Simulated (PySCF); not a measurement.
Compound: C4H6F2O.
Cartesian coordinates in Å at the GFN2-xTB level; atoms count from 1:
```
atom  x, y, z in Å
C1    -0.5681    1.0452   -0.7042
C2    -0.3751   -0.0531    0.0142
O3     0.7986   -0.5965    0.4292
C4     1.9850    0.0717    0.0610
C5    -1.5383   -0.8947    0.4900
F6    -2.2751   -1.3468   -0.5554
F7    -2.3908   -0.1675    1.2537
H8    -1.5686    1.3469   -0.9511
H9     0.2317    1.6670   -1.0590
H10    2.7988   -0.5100    0.4890
H11    2.0068    1.0876    0.4656
H12    2.0916    0.1120   -1.0268
H13   -1.2008   -1.7613    1.0762
```

Method: PySCF, TDDFT B3LYP/def2-SVPD, vertical, gas phase, core orbitals frozen in the response.

Transition dipole moments from the ground state, in atomic units and in the frame of the coordinates above (overall signs are arbitrary), for the states with f of 0.002 or more among the lowest 8:

```tsv
state	E (hartree)	μx	μy	μz
S1	0.2369	0.021	-0.240	-0.364
S2	0.2421	-0.402	0.886	-0.595
S5	0.2736	-0.015	0.172	0.269
S7	0.2947	0.083	-0.239	0.161
S8	0.3033	-0.005	0.093	0.145
```

**Question.** Work out the oscillator strengths.

**Answer.** f = (2/3) ΔE |μ|² with ΔE in hartree (27.2114 eV).

| state | \|μ\|² (au) | \|μ\| (D) | f |
| --- | --- | --- | --- |
| S1 | 0.191 | 1.11 | 0.030 |
| S2 | 1.300 | 2.90 | 0.210 |
| S5 | 0.102 | 0.81 | 0.019 |
| S7 | 0.090 | 0.76 | 0.018 |
| S8 | 0.030 | 0.44 | 0.006 |

**Question.** Which bond between heavy atoms lies closest to the direction of the S2 transition dipole?

**Answer.** C1–C2, at 12° from it; next C2–O3 at 39°.

**Question.** What angle do the transition dipoles of S5 and S7 make?

**Answer.** |cos θ| = |μa·μb| / (|μa| |μb|) = 0.01, so θ ≈ 89° (taken between 0 and 90°, since the signs are arbitrary).

**Question.** What peak molar absorption coefficient would the strongest computed level give as a lone Gaussian band 0.5 eV wide at half height?

**Answer.** ε(max) = 2.175×10⁸ f / FWHM, with the width in cm⁻¹. S2: 2.175×10⁸ × 0.2097 / 4033 ≈ 11000 L mol⁻¹ cm⁻¹.

One conformer stands for the species.
